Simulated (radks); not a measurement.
Valence configurations of neutral cobalt (all share [Ar]). Calculated with a radial shooting solver on a logarithmic mesh with Libxc functionals: Dirac Kohn-Sham, PBE, spin-unpolarised, spherical densities, finite nucleus; open shells are shared between the two j in proportion to 2j + 1; Fermi nuclear charge, rms radius 3.7875 fm. Order these by energy: 3d9; 3d7 4s1 4p1; 3d6.5 4s2 4p0.5; 3d7 4s2; 3d6 4s2 4p1; 3d7.5 4s1 4p0.5; 3d8 4p1; 3d8 4s1; 3d7.5 4s1.5; 3d5 4s2 4p2.

Answer. From the lowest, in eV above it: 3d8 4s1 0.000; 3d7.5 4s1.5 0.242; 3d9 1.087; 3d7 4s2 1.203; 3d7.5 4s1 4p0.5 2.215; 3d8 4p1 3.735; 3d6.5 4s2 4p0.5 5.328; 3d7 4s1 4p1 5.553; 3d6 4s2 4p1 10.862; 3d5 4s2 4p2 26.569. NIST lists [Ar] 3d7 4s2 as the ground configuration; this level of theory puts 3d8 4s1 lower, by 1.203 eV. The energies are those of spherical spin-averaged densities, not of single terms.
